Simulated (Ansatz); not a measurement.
Stepwise reaction of `F[SiH2]N[SiH2]F` with hydrogen chloride, as a gas-phase model of exchange steps in deposition or etching. ΔE in kJ/mol.

Computed with Ansatz on PBE0-D4/def2-TZVP structures; ΔE is electronic, products minus reactants. CBS: MP2 limit from def2 TZ/QZ plus the TZ coupled-cluster correction, frozen cores. This one scheme is used for every species. Functionals use def2-TZVPP. B3LYP here is the variant with VWN-RPA as its local correlation; programs differ in this. One conformer a species, not always the lowest.

```tsv
step	reaction	PBE-D4	B3LYP-D4	ωB97M-V	CCSD(T)/CBS
1	`F[SiH2]N[SiH2]F` + HCl → `F[SiH2]N[SiH2]Cl` + H–F	36.0	45.5	44.6	42.0
```

(1) Give the row of step 2, `F[SiH2]N[SiH2]Cl` + HCl → `Cl[SiH2]N[SiH2]Cl` + H–F. (Best estimate.)

(2) By hand: ΔE of the 2 steps together at CCSD(T)/CBS.

## Answers

(1) Ansatz gave: 
```tsv
step	reaction	PBE-D4	B3LYP-D4	ωB97M-V	CCSD(T)/CBS
2	`F[SiH2]N[SiH2]Cl` + HCl → `Cl[SiH2]N[SiH2]Cl` + H–F	36.0	45.2	44.2	41.2
```

(2) (42.0) + (41.2) = 83.2 kJ/mol, or 41.6 kJ/mol a step.

In ΔE the steps differ by no more than 0.8 kJ/mol. All are uphill at CCSD(T)/CBS. PBE-D4 differs from CCSD(T)/CBS by -6.0 to -5.2 kJ/mol a step. Only this route is followed, and other bonds may react first. Isolated molecules leave out the surface, adducts and barriers. Largest T1 diagnostic: 0.012.
